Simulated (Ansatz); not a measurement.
Geometry optimisation, RKS PBE0-D4/def2-SVP in Ansatz 0.2.0.

Input:

```yaml
crystal:
  periodic: [false, false, false]
  atoms:
    - { symbol: C, position_ang: [-0.3458, 0.7981, -0.2554] }
    - { symbol: B, position_ang: [0.535, -0.412, 0.0165] }
    - { symbol: O, position_ang: [0.2948, -1.2264, 1.1944] }
    - { symbol: F, position_ang: [1.6822, -0.7222, -0.902] }
    - { symbol: H, position_ang: [-0.9068, 0.699, -1.2581] }
    - { symbol: H, position_ang: [-1.1519, 0.9567, 0.5366] }
    - { symbol: H, position_ang: [0.2508, 1.7657, -0.2995] }
    - { symbol: H, position_ang: [-0.2662, -1.916, 0.9117] }
basis:
  gaussian: { orbitals: def2-SVP }
hamiltonian:
  xc: pbe0
  dispersion: d4
relax:
  f_tol: 0.02
  max_steps: 40
scf:
  lower_state_search: "off"
```

Launched with:

```bash
$ ansatz run input.yaml --threads 1 --pin off --max-ram 2048MiB --backend cpu --events-out ev --progress --plain --runs-dir out
```

**Question.** Where does it end, and by what steps?

**Answer.** The run converged. After 10 steps the energy has fallen by 1.318 eV; H8 moved furthest, 0.78 Å.

```
step  energy less start (eV)  largest force component (eV/Å)  accepted
   0                  0.0000                           3.466       yes
   1                 -0.6520                           2.057       yes
   2                 -0.7387                           2.083       yes
   3                 -1.0367                           1.106       yes
   4                 -1.2496                           0.960       yes
   5                 -1.1733                           0.891        no
   6                 -1.2984                           0.477       yes
   7                 -1.3165                           0.160       yes
   8                 -1.3164                           0.156        no
   9                 -1.3174                           0.058       yes
  10                 -1.3182                           0.006       yes
```

```xyz
8
Properties=species:S:1:pos:R:3
C -0.377 0.899 -0.277
B 0.323 -0.468 0.008
O -0.052 -1.273 1.025
F 1.336 -0.876 -0.774
H -0.787 0.907 -1.300
H -1.188 1.115 0.431
H 0.360 1.717 -0.235
H 0.476 -2.078 1.067
```

Time of the run: 29 s on 1 CPU thread of a shared host.
